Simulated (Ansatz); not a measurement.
Zr(F)3(OH) (F₃HOZr), SMILES [OH][Zr]([F])([F])[F], multiplicity 1.

Geometry optimised at B3LYP-D3(BJ)/def2-SVP. The spin state was assumed, not searched. The def2 effective core potentials stand for the cores of Zr; spin–orbit coupling is left out. One conformer was computed; it need not be the lowest.

Two levels are set side by side: PBE/def2-SVPD (Ansatz, an electronic-structure program) and PBE0/def2-SVPD (Ansatz). Energy differences of separate SCF runs at the same geometry; the states with an electron removed or added have multiplicity 2 and 2. Differences are taken from unrounded values.

| quantity | PBE |
|---|---|
| vertical ionisation energy (eV) | 12.32 |
| vertical singlet–triplet gap (eV) | 7.40 |

**Question.** These are the PBE values. What does PBE0 give? (An estimate is asked for; the answer gives what the named calculation found.)

**Answer.** 
```
quantity                            PBE0  PBE minus PBE0
---------------------------------  -----  --------------
vertical ionisation energy (eV)    12.81           -0.49
vertical singlet–triplet gap (eV)   7.70           -0.30
```
